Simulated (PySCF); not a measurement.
PySCF 2.14 output of an unrestricted PBE0 calculation on a single atom or ion in aug-cc-pVTZ with one added diffuse shell each of s, p, d, f, g type (9s8p6d4f3g, 118 functions), with the non-relativistic Hamiltonian (point nucleus):

```
SCF conv_tol = 1e-09
number electrons alpha = 15  beta = 9
    C. Adamo and V. Barone.,  J. Chem. Phys. 110, 6158 (1999)
    M. Ernzerhof and G. E. Scuseria.,  J. Chem. Phys. 110, 5029 (1999)
cycle= 1 E= -1149.91079199981  delta_E= -0.00804  |g|= 0.0184  |ddm|=  1.4
cycle= 2 E= -1149.91088652397  delta_E= -9.45e-05  |g|= 0.00588  |ddm|= 0.192
cycle= 3 E= -1149.91089505613  delta_E= -8.53e-06  |g|= 0.0028  |ddm|= 0.0459
cycle= 4 E= -1149.91089765807  delta_E= -2.6e-06  |g|= 0.000262  |ddm|= 0.0224
cycle= 5 E= -1149.91089884967  delta_E= -1.19e-06  |g|= 0.000191  |ddm|= 0.00903
cycle= 6 E= -1149.91090037106  delta_E= -1.52e-06  |g|= 0.00015  |ddm|= 0.00998
cycle= 7 E= -1149.9109027617  delta_E= -2.39e-06  |g|= 1.57e-05  |ddm|= 0.0335
cycle= 8 E= -1149.9109027614  delta_E= 3.01e-10  |g|= 4.66e-06  |ddm|= 0.00127
converged SCF energy = -1149.9109027614  <S^2> = 12.000435  2S+1 = 7.0001243
```

The run itself started from symmetry-adapted Hartree-Fock orbitals and held the occupation by maximum overlap, on a logarithmic radial grid, so the iterations belong to that start.

Question: Which element, charge and spin multiplicity is this?

Answer: Mn⁺ (manganese, charge +1), multiplicity 7; the state was [Ar] 3d4 4s1 5s1, high-spin 7D determinant (an excited configuration).

The outer electron is Rydberg-like, and this basis confines it to a smaller radius and binds it less than a complete one would.
